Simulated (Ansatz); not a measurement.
Stepwise reaction of `F[SiH2][SiH3]` with water, as a gas-phase model of exchange steps in deposition or etching. ΔE in kJ/mol; ΔG adds harmonic PBE0-D4 terms to CCSD(T)/CBS, at 1 bar.

Program: Ansatz. Geometries: PBE0-D4/def2-TZVP. ΔE: electronic, gas phase. CCSD(T)/CBS is the MP2 limit (def2-TZVPP, def2-QZVPP) plus CCSD(T) − MP2 in def2-TZVPP, frozen cores. This one scheme is used for every species. Functionals use def2-TZVPP. B3LYP here is the variant with VWN-RPA as its local correlation; programs differ in this. One conformer a species, not always the lowest.

| step | reaction | PBE-D4 | B3LYP-D4 | ωB97M-V | CCSD(T)/CBS | ΔG(600 K) |
| --- | --- | --- | --- | --- | --- | --- |
| 2 | `O[SiH](F)[SiH3]` + H₂O → `O[Si](O)(F)[SiH3]` + H₂ | -97.6 | -103.7 | -104.4 | -100.6 | -96.2 |

Q: Give the row of step 1, `F[SiH2][SiH3]` + H₂O → `O[SiH](F)[SiH3]` + H₂. (Best estimate.)

A: Ansatz gave: 
| step | reaction | PBE-D4 | B3LYP-D4 | ωB97M-V | CCSD(T)/CBS | ΔG(600 K) |
| --- | --- | --- | --- | --- | --- | --- |
| 1 | `F[SiH2][SiH3]` + H₂O → `O[SiH](F)[SiH3]` + H₂ | -84.8 | -90.8 | -91.3 | -88.0 | -83.0 |

Q: By hand: ΔE of the 2 steps together at CCSD(T)/CBS.

A: (-88.0) + (-100.6) = -188.6 kJ/mol, or -94.3 kJ/mol a step.

In ΔE each step is lower than the one before. All are downhill at CCSD(T)/CBS. ΔG lies between -96.2 and -83.0 kJ/mol a step. PBE-D4 differs from CCSD(T)/CBS by 3.0 to 3.2 kJ/mol a step. Isolated molecules leave out the surface, adducts and barriers. Largest T1 diagnostic: 0.013.
